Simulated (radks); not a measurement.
All-electron atom: Zr+ in [Kr] 4d2 5s1. All-electron calculation, Dirac Kohn-Sham, PBEsol, spin-unpolarised, spherical densities, point nucleus; open shells fill j = l - 1/2 first. Program: a radial shooting solver on a logarithmic mesh with Libxc functionals.

Unscreened Slater integrals over Kohn-Sham orbitals (cm^-1). Large and small components are both included. Empty in this configuration: 4d5/2.

\begin{tabular}{lr}
integral & value \\ \hline
F0(5s1/2,5s1/2) & 57906 \\
F0(5s1/2,4d3/2) & 67654 \\
G2(5s1/2,4d3/2) & 17628 \\
F0(5s1/2,4p3/2) & 72512 \\
G1(5s1/2,4p3/2) & 5399.9 \\
F0(5s1/2,4p1/2) & 72694 \\
G1(5s1/2,4p1/2) & 5145.0 \\
F0(5s1/2,4d5/2) & 67513 \\
G2(5s1/2,4d5/2) & 17909 \\
F0(4d3/2,4d3/2) & 94087 \\
F2(4d3/2,4d3/2) & 46000 \\
F0(4d3/2,4p3/2) & 111710 \\
F2(4d3/2,4p3/2) & 51650 \\
G1(4d3/2,4p3/2) & 62504 \\
G3(4d3/2,4p3/2) & 37683 \\
F0(4d3/2,4p1/2) & 112450 \\
G1(4d3/2,4p1/2) & 61516 \\
F0(4d3/2,4d5/2) & 93644 \\
F2(4d3/2,4d5/2) & 45775 \\
G2(4d3/2,4d5/2) & 45766 \\
G4(4d3/2,4d5/2) & 29410 \\
F0(4p3/2,4p3/2) & 143480 \\
F2(4p3/2,4p3/2) & 75282 \\
F0(4p3/2,4p1/2) & 145100 \\
G2(4p3/2,4p1/2) & 76019 \\
F0(4p3/2,4d5/2) & 110980 \\
F2(4p3/2,4d5/2) & 51074 \\
G1(4p3/2,4d5/2) & 61571 \\
G3(4p3/2,4d5/2) & 37115 \\
F0(4p1/2,4p1/2) & 146790 \\
F0(4p1/2,4d5/2) & 111700 \\
G3(4p1/2,4d5/2) & 36494 \\
F0(4d5/2,4d5/2) & 93208 \\
F2(4d5/2,4d5/2) & 45557 \\
F4(4d5/2,4d5/2) & 29273 \\
\end{tabular}
